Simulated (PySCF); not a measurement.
**Dipole moment and polarisability of `C[C@@]1(F)CCN[SiH2]1`**

Compound: C₄H₁₀FNSi.
Numbering: `[CH3:1][C@@:2]1([F:3])[CH2:4][CH2:5][NH:6][SiH2:7]1` (hydrogens: H8, H9, H10 on C1; H11, H12 on C4; H13, H14 on C5; H15 on N6; H16, H17 on Si7)

Geometry (GFN2-xTB, Å), atoms numbered from 1 in this order:
```
atom  x, y, z in Å
C1     1.568   -1.358    0.449
C2     0.523   -0.521   -0.262
F3     0.480   -0.963   -1.599
C4    -0.878   -0.699    0.319
C5    -1.736    0.469   -0.157
N6    -0.905    1.655   -0.038
Si7    0.767    1.385   -0.302
H8     2.524   -1.265   -0.061
H9     1.281   -2.409    0.459
H10    1.683   -1.011    1.472
H11   -0.799   -0.669    1.406
H12   -1.309   -1.656    0.018
H13   -2.632    0.579    0.462
H14   -2.054    0.301   -1.195
H15   -1.387    2.519   -0.219
H16    1.535    1.891    0.835
H17    1.334    1.764   -1.597
```

Level: wB97X-D/def2-SVPD (PySCF), static field, nuclei fixed, core orbitals frozen in the response. The polarisability tensor in these axes (au):

```
x   83.12  0.37 -0.19
y    0.37 82.44 -2.04
z   -0.19 -2.04 70.47
```

**Question.** Give the principal values, the mean and the anisotropy Δα = √{½[(α1 − α2)² + (α2 − α3)² + (α1 − α3)²]}.

**Answer.** Principal values 70.13, 82.51 and 83.38 au; mean 78.67 au = 11.66 Å³ = 12.97 × 10⁻⁴⁰ C²·m²/J; Δα = 12.83 au (16 % of the mean).

**Question.** What is the dipole moment, and where does it point?

**Answer.** (-0.76, 0.77, 1.32) D, 1.70 D in size, pointing from the negative to the positive side. Measured along this direction, the outermost atoms are F3 at the negative end and H13 at the positive end.

**Question.** What molar refraction does this α imply?

**Answer.** Lorentz–Lorenz: R = (4π/3)N_A α = 2.5225 cm³/(mol·Å³) × 11.66 Å³ = 29.4 cm³/mol, in the limit of long wavelengths.

**Question.** Find the Langevin capture rate constant for NH4+ (18.034 u) meeting this molecule (119.057 u), k = 2.342 × 10⁻⁹ cm³/s × √(α in Å³ / reduced mass in u).

**Answer.** The reduced mass is 15.66 u, so k = 2.02 × 10⁻⁹ cm³/s. The formula leaves out the permanent dipole, which adds to the capture rate.

**Question.** Sum over states: ᾱ = Σ f/ω², ω in Eh. What share falls to these 8 lowest TDDFT singlets (eV, f)? 6.01, 0.0100; 6.60, 0.0022; 7.44, 0.0170; 7.52, 0.0268; 7.55, 0.0314; 7.74, 0.0065; 7.98, 0.0028; 8.03, 0.0059.

**Answer.** They add up to 1.41 au, 1.8 % of the 78.67 au; the largest single term is 0.41 au, from the state at 7.55 eV. Terms in order: 0.20, 0.04, 0.23, 0.35, 0.41, 0.08, 0.03, 0.07 au. Higher excitations give the rest. The strengths listed sum to 0.102.

**Question.** Traceless (Buckingham) quadrupole moment about the centre of nuclear charge: eigenvalues?

**Answer.** -8.48, 1.72, 6.76 D·Å. The values depend on the origin, since the dipole doesn't vanish. The electronic extent ⟨r²⟩ about the same centre is 870 bohr², a root-mean-square distance of 1.95 Å for the 64 electrons.

**Question.** How large is μ²/3kT at 500 K beside α?

**Answer.** In Gaussian units μ²/3kT = 14.00 Å³ against 11.66 Å³, a ratio of 1.20; the Debye molar polarisation (4π/3)N_A(α + μ²/3kT) is 64.7 cm³/mol, leaving out the vibrational part.

One conformer (not necessarily the lowest) at the GFN2-xTB geometry, without solvent, vibrations or thermal averaging.

wB97X-D is run here without its empirical dispersion term; that term would change no orbital, density or response property at a fixed geometry.
